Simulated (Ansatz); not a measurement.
Reaction (silylene formation by 1,1-elimination): `C[SiH](F)O[SiH2]O` → `C[Si]F` + `O[SiH2]O`

Gas-phase electronic energies from Ansatz, PBE0-D4/def2-TZVP geometries. CCSD(T)/CBS is the MP2 limit (def2-TZVPP, def2-QZVPP) plus CCSD(T) − MP2 in def2-TZVPP, frozen cores. This one scheme is used for every species. DFT in def2-TZVPP. Each species was taken in one conformer, which may not be the lowest.

```csv
species,ωB97M-V energy (Eh)
`C[SiH](F)O[SiH2]O`,-871.84587
`C[Si]F`,-429.27192
`O[SiH2]O`,-442.45097
```

(1) Work out ΔE.

Largest T1 diagnostic among the species: 0.014.

Results:

(1) ΔE = (-429.27192) + (-442.45097) − (-871.84587) = 0.12298 Eh = +322.9 kJ/mol. CCSD(T)/CBS gives +331.6 kJ/mol.

From PBE to PBE0 (25 % exact exchange), in def2-TZVPP and without D4, ΔE moves by +22.4 kJ/mol. The D4 term adds +17.9 kJ/mol with B3LYP and +10.3 kJ/mol with PBE0; it sums over pairs of atoms, weighted by their polarisabilities, and B3LYP, whose exchange is more repulsive, gets the larger term.

B3LYP here is the variant with VWN-RPA as its local correlation; programs differ in this.
